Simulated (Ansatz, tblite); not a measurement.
Cost and result up the ladder for the cluster AsSe2 (the lowest doublet isomer of a short search) (3 atoms). The state is a doublet with charge 0. Geometry: PBE0-D4/def2-TZVP.

```xyz
3

As    0.461   -0.533    1.145
Se    0.655    1.062   -0.559
Se   -1.116   -0.530   -0.586
```

Ansatz on 4 threads of Arm Neoverse V1 on a shared host; xTB runs through tblite on one thread. Times are rough, summed over both states, and most runs start from the orbitals of an earlier one. No level here is sound enough to serve as a yardstick. The other state is a singlet.

The xTB rows come from tblite. The structure comes from a short search, and lower isomers may exist.

Raw xTB energies of ions are shifted by several eV, and xTB has no spin-polarisation term.

| level | functions | vertical IE (eV) | remarks |
| --- | --- | --- | --- |
| PBE-D4/def2-TZVP | 144 | 7.81 | restricted singlet, untested (+1 singlet) |
| PBE0-D4/def2-TZVP | 144 | 8.12 | restricted singlet, untested (+1 singlet) |
| r2SCAN-D4/def2-TZVP (with forces) | 144 | 8.09 | restricted singlet, untested (+1 singlet) |
| GFN1-xTB | 27 | 13.01 | – |
| GFN2-xTB | 27 | 12.23 | – |

Estimate how long each takes.

GFN1-xTB 0.006 s; GFN2-xTB 0.006 s; PBE-D4/def2-TZVP 3 s; PBE0-D4/def2-TZVP 6.3 s; r2SCAN-D4/def2-TZVP (with forces) 8.6 s. On shared hardware such times vary by a factor of up to 3.
